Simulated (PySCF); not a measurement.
C6H6, SMILES c1ccccc1.

Geometry: B3LYP-D3(BJ)/def2-SVP.

Calculation: PySCF with HF/def2-TZVP.

Symmetry labels are those of the subgroup D2h that the program uses (full group D6h).

List the valence orbital energies around the gap with their symmetry. (The exact figures need the calculation; the answer reports its results.)


```tsv
orbital	symmetry	energy (eV)
HOMO−7	B2u	-16.79
HOMO−6	B3u	-15.91
HOMO−5	B2u	-15.91
HOMO−4	B1u	-13.62
HOMO−3	Ag	-13.42
HOMO−2	B1g	-13.42
HOMO−1	B2g	-9.14
HOMO	B3g	-9.14
LUMO	Au	3.33
LUMO+1	B1u	3.33
LUMO+2	Ag	4.21
LUMO+3	B2u	4.85
```
